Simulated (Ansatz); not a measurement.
Calculated with Ansatz (gas phase, PBE0-D4/def2-TZVP geometries, no zero-point term in ΔE). CBS: MP2 limit from def2 TZ/QZ plus the TZ coupled-cluster correction, frozen cores. This one scheme is used for every species. DFT in def2-TZVPP. Triplets are unrestricted, without spin–orbit coupling.

`[CH3][Al]1[CH2][SiH]1F` → `F[SiH]1[CH2][AlH]1` + `[CH2]` (triplet)  (formal loss of a carbene)

```json
{"level": "PBE0-D4", "ΔE (eV)": "5.00"}
{"level": "SCS-MP2/def2-TZVPP", "ΔE (eV)": "5.03"}
{"level": "CCSD(T)/def2-TZVPP", "ΔE (eV)": "4.90"}
{"level": "MP2/CBS(def2)", "ΔE (eV)": "5.18"}
```

What does CCSD(T)/CBS give? (Estimate.)

The calculation gave: +5.02 eV. The listed levels differ from it by -0.02, 0.01, -0.12, 0.16 eV.

Largest T1 diagnostic among the species: 0.013.

From PBE to PBE0 (25 % exact exchange), in def2-TZVPP and without D4, ΔE moves by −0.10 eV. In def2-TZVPP, CCSD(T) changes the Hartree–Fock value by +1.47 eV (the triples alone add +0.13 eV) and MP2 by +1.63 eV.
